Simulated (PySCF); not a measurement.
Worked example: dipole moment from atomic charges

Ge(H)2(F)(OH) (FGeH₃O), SMILES [OH][GeH2][F]. Atoms are numbered in the order given.

```xyz
6

Ge    -0.2240    -0.2538     0.0284
O      1.4602    -0.3833    -0.5050
F     -0.5650     1.4407     0.3029
H     -1.0773    -0.7175    -1.1494
H     -0.4547    -0.9309     1.3867
H      2.1021    -0.1318     0.1671
```

Coordinates come from a B3LYP-D3(BJ)/def2-TZVP optimisation. The values are those of a single conformer.

Charges (e) from PySCF with B3LYP/def2-TZVPD:

```json
[
 {"atom": "Ge1", "ESP fit": "0.684", "IAO": "1.160"},
 {"atom": "O2", "ESP fit": "-0.643", "IAO": "-0.764"},
 {"atom": "F3", "ESP fit": "-0.343", "IAO": "-0.543"},
 {"atom": "H4", "ESP fit": "-0.023", "IAO": "-0.100"},
 {"atom": "H5", "ESP fit": "-0.081", "IAO": "-0.120"},
 {"atom": "H6", "ESP fit": "0.405", "IAO": "0.366"}
]
```

The dipole moment of the full density is 2.02 D.

Question: What dipole moment does each set of point charges give, and which comes closer to that of the density?

Answer: 
μ = Σ q r, and 1 e Å = 4.8032 D.
ESP fit: Σ q r = (0.015, -0.383, 0.222) e Å, |μ| = 2.13 D.
IAO: Σ q r = (-0.137, -0.649, 0.264) e Å, |μ| = 3.43 D.
ESP fit comes closer in size. Point charges leave out the atoms' own dipoles (lone pairs, polarised bonds); fits to the potential absorb them, partitions of the density don't.
